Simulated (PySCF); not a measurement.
Molecule: `C/C=C/CNC=O`, C₅H₉NO.

Geometry (Å), atoms numbered from 1 in this order:
```xyz
16

C     2.8237    0.6211    0.0683
C     1.6121   -0.2479    0.0583
C     0.4181    0.1176    0.4945
C    -0.7923   -0.7637    0.4847
N    -1.8793   -0.1555   -0.2610
C    -3.0687    0.1258    0.2977
O    -3.3789   -0.1106    1.4381
H     3.5925    0.1828    0.7041
H     2.5900    1.6160    0.4377
H     3.2361    0.7035   -0.9370
H     1.7608   -1.2495   -0.3269
H     0.2579    1.1140    0.8839
H    -0.5515   -1.7421    0.0546
H    -1.1736   -0.9035    1.5012
H    -1.6959    0.0959   -1.2189
H    -3.7586    0.6051   -0.4233
```

Frames of a GFN2-xTB Langevin trajectory at 600 K; GIAO PBE0/pcSseg-1 shieldings in PySCF, gas phase, non-relativistic; equivalent atoms averaged within each frame.

δ = σ(ref) − σ, references computed at the same level: ¹³C (186.93 ppm) and ¹H (31.72 ppm) against TMS; ¹⁵N (267.73 ppm) vs NH3; ¹⁷O (336.08 ppm) against H2O. The references are static minima.

How do the shifts (ppm) fluctuate along the trajectory?

Results:


```tsv
time (fs)	C6	C3	C2	C4	C1	N5	O7	H16	H12	H11
250	167.9	141.1	136.4	45.8	32.7	157.0	471.4	8.63	7.53	6.49
425	159.0	140.5	131.9	49.7	22.3	136.3	416.6	8.53	6.17	6.43
625	162.2	132.5	133.2	53.0	14.3	140.2	431.7	7.66	5.23	7.28
800	180.5	143.7	139.9	51.1	20.9	165.8	534.2	8.72	6.06	7.11
1000	155.5	154.6	132.5	53.7	25.3	131.0	426.0	9.00	6.72	5.74
mean of frames	165.0	142.5	134.8	50.7	23.1	146.1	456.0	8.51	6.34	6.61
standard deviation	9.8	8.0	3.4	3.2	6.7	14.7	48.5	0.51	0.85	0.61
```

5 frames give an uncertainty of the mean of about the standard deviation over 2.2 at best, since frames this close in time may not be independent; classical motion lacks zero-point vibration, and the reference would need the same averaging.
